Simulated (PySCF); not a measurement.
**ClTiN + HBr → BrTiN + HCl**

Level: PBE0 in the def2-TZVP basis family, all electrons, no relativity, computed in PySCF with density fitting; open shells unrestricted.

```
species                                       state and structure  ZPE (kJ/mol)  H(298 K) − H(0) (kJ/mol)  S° (J/(mol K))
  ClTiN  singlet, Cs, Ti–Cl 2.275 Å, Ti–N 1.545 Å; Cl–Ti–N 117.9°          10.6                      12.2           281.1
    HBr                                singlet, C∞v, H–Br 1.421 Å          16.0                       8.7           198.5
  BrTiN  singlet, Cs, Ti–Br 2.431 Å, Ti–N 1.543 Å; Br–Ti–N 119.3°           9.9                      12.6           293.1
    HCl                                singlet, C∞v, H–Cl 1.279 Å          17.9                       8.7           186.6
```

(1) Is the gas-phase reaction uphill or downhill in electronic energy at this level, and by how much?

(2) Add zero-point, thermal and entropy terms for 298.15 K and 1 bar.

Answers

(1) At PBE0/def2-TZVP, ΔE = -9.2 kJ/mol, downhill. 

(2) ΔZPE = 1.2 and Δ[H(298) − H(0)] = 0.4 kJ/mol give ΔH° = -7.6 kJ/mol. ΔS° = 0.1 J/(mol K), so ΔG° = -7.6 − 298.15 × (0.0001) = -8 kJ/mol and log₁₀K = 1.3.

Only the bonding shown was studied: isomers, or loss of a ligand pair, can lie lower.
